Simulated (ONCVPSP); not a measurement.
**Reading a pseudo-wave (V)**

Columns: radius, all-electron u(r) and pseudo u(r) of the 3p shell (level -51.56 eV) of vanadium in the configuration [Ne] 3s2 3p6 3d3 4s1; PBEsol, scalar-relativistic, ONCV scheme, ONCVPSP 4.0.1.

```json
{"r (bohr)": "0.085", "all-electron": "-0.3732", "pseudo": "0.0296"}
{"r (bohr)": "0.170", "all-electron": "-0.5489", "pseudo": "0.1142"}
{"r (bohr)": "0.255", "all-electron": "-0.3720", "pseudo": "0.2433"}
{"r (bohr)": "0.340", "all-electron": "-0.0345", "pseudo": "0.4009"}
{"r (bohr)": "0.425", "all-electron": "0.3188", "pseudo": "0.5692"}
{"r (bohr)": "0.510", "all-electron": "0.6167", "pseudo": "0.7296"}
{"r (bohr)": "0.595", "all-electron": "0.8356", "pseudo": "0.8667"}
{"r (bohr)": "0.680", "all-electron": "0.9756", "pseudo": "0.9694"}
{"r (bohr)": "0.765", "all-electron": "1.0478", "pseudo": "1.0321"}
{"r (bohr)": "0.850", "all-electron": "1.0673", "pseudo": "1.0555"}
{"r (bohr)": "0.935", "all-electron": "1.0482", "pseudo": "1.0432"}
{"r (bohr)": "1.020", "all-electron": "1.0030", "pseudo": "1.0021"}
{"r (bohr)": "1.105", "all-electron": "0.9412", "pseudo": "0.9411"}
{"r (bohr)": "1.190", "all-electron": "0.8704", "pseudo": "0.8703"}
{"r (bohr)": "1.275", "all-electron": "0.7956", "pseudo": "0.7955"}
{"r (bohr)": "1.360", "all-electron": "0.7206", "pseudo": "0.7205"}
{"r (bohr)": "1.445", "all-electron": "0.6479", "pseudo": "0.6478"}
{"r (bohr)": "1.530", "all-electron": "0.5789", "pseudo": "0.5789"}
{"r (bohr)": "1.615", "all-electron": "0.5148", "pseudo": "0.5148"}
{"r (bohr)": "1.700", "all-electron": "0.4558", "pseudo": "0.4558"}
{"r (bohr)": "1.785", "all-electron": "0.4022", "pseudo": "0.4022"}
{"r (bohr)": "1.870", "all-electron": "0.3539", "pseudo": "0.3538"}
{"r (bohr)": "1.955", "all-electron": "0.3105", "pseudo": "0.3105"}
{"r (bohr)": "2.040", "all-electron": "0.2719", "pseudo": "0.2719"}
{"r (bohr)": "2.125", "all-electron": "0.2377", "pseudo": "0.2376"}
{"r (bohr)": "2.210", "all-electron": "0.2074", "pseudo": "0.2074"}
```

How many radial nodes do the two functions have?

The all-electron 3p function has n − l − 1 = 1; the pseudo-wave has 0, since the states of the same l below it are removed with the core.

At about which radius was the pseudo-wave matched?

1.10 bohr, where the columns begin to agree (steps of 0.09 bohr).

Is the pseudo-wave norm-conserving?

Yes: the ONCV scheme keeps the norm inside the radius equal to the all-electron one, which fixes the energy derivative of the logarithmic derivative at the level.
